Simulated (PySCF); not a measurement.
B97-3 on Pt⁻ (platinum, charge -1), [Xe] 4f14 5d9 6s2, 2D determinant. Calculation: PySCF 2.14, in aug-cc-pVTZ-PP with ECP60MDF; a scalar-relativistic core potential.

```
cycle= 1 E= -119.46546633894  delta_E= -0.0121  |g|= 0.0292  |ddm|= 0.241
cycle= 2 E= -119.465778601277  delta_E= -0.000312  |g|= 0.025  |ddm|= 0.103
cycle= 3 E= -119.466006788939  delta_E= -0.000228  |g|= 0.0118  |ddm|= 0.0243
cycle= 4 E= -119.466068214121  delta_E= -6.14e-05  |g|= 0.00132  |ddm|= 0.0201
cycle= 5 E= -119.46607273149  delta_E= -4.52e-06  |g|= 0.000149  |ddm|= 0.0144
cycle= 6 E= -119.466072794921  delta_E= -6.34e-08  |g|= 1.12e-05  |ddm|= 0.00186
cycle= 7 E= -119.466072795371  delta_E= -4.5e-10  |g|= 4.97e-06  |ddm|= 8.18e-05
converged SCF energy = -119.466072795371  <S^2> = 0.75433804  2S+1 = 2.0043333
```

Highest occupied orbital energy: 0.085 eV; ⟨L²⟩ = 6.03; populations by l: s 4.00, p 6.00, d 9.00, f 0.00.

Can this result be used?

With care. Self-consistency was reached. Energies and moments cover only the electrons outside the core potential. Spin-orbit coupling, absent here, splits the open shell strongly. At B97-3 the highest occupied level has a positive energy, so only the finite basis holds that electron; in a semilocal or global hybrid functional this comes from self-interaction and does not mean that the real anion is unbound.
